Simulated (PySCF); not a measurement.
**Computed vibrations of Ce(SH)3**

Ce(SH)3 (singlet in the valence; each metal's 4f electrons, 1 of them, lie in its core potential, out of spins and levels). PySCF 2.14.0, RKS PBE0, Ce lcecp-1-SVP with ECP47, S def2-SVP, H def2-SVP; non-relativistic Hamiltonian with scalar-relativistic core potentials where named; density fitting; no spin-orbit coupling. Central differences of gradients.

```xyz
7

Ce    0.0000    0.0000   -0.4272
S     2.4982    0.0000    0.5641
H     2.1463    0.0000    1.8699
S    -1.2491    2.1635    0.5641
H    -1.0731    1.8587    1.8699
S    -1.2491   -2.1635    0.5641
H    -1.0731   -1.8587    1.8699
```

Run from Python with OMP_NUM_THREADS=2. Where DIIS fails, smearing, a level shift and second-order steps follow.
It took 51 s on 2 threads of Arm Neoverse V1, with other jobs on the host.

(1) What are the harmonic wavenumbers and infrared intensities?

(2) Is this a minimum?

An lcecp potential fixes the number of 4f electrons, so in runs with it no electron can move into or out of that shell.

Results:

(1) Modes are labelled in C3v; negative numbers are unstable modes, those under 60 cm⁻¹ near the noise; a finer grid moves soft modes by up to 10 cm⁻¹.
```json
{"cm⁻¹": "-268", "km/mol": "–", "symmetry": "a2"}
{"cm⁻¹": "-164", "km/mol": "–", "symmetry": "e"}
{"cm⁻¹": "-164", "km/mol": "–", "symmetry": "e"}
{"cm⁻¹": "72", "km/mol": "17.5", "symmetry": "a1"}
{"cm⁻¹": "79", "km/mol": "5.3", "symmetry": "e"}
{"cm⁻¹": "79", "km/mol": "5.3", "symmetry": "e"}
{"cm⁻¹": "296", "km/mol": "28.9", "symmetry": "e"}
{"cm⁻¹": "296", "km/mol": "28.9", "symmetry": "e"}
{"cm⁻¹": "302", "km/mol": "20.5", "symmetry": "a1"}
{"cm⁻¹": "331", "km/mol": "67.5", "symmetry": "e"}
{"cm⁻¹": "331", "km/mol": "67.5", "symmetry": "e"}
{"cm⁻¹": "378", "km/mol": "36.3", "symmetry": "a1"}
{"cm⁻¹": "2708", "km/mol": "2.9", "symmetry": "e"}
{"cm⁻¹": "2708", "km/mol": "2.9", "symmetry": "e"}
{"cm⁻¹": "2709", "km/mol": "0.0", "symmetry": "a1"}
```

(2) No: 3 unstable; the lowest moves the atoms so:
```
Ce   0.00  0.00  0.00
S    0.00 -0.02  0.00
H    0.00  0.58  0.00
S    0.01  0.01  0.00
H   -0.50 -0.29  0.00
S   -0.01  0.01  0.00
H    0.50 -0.29  0.00
```
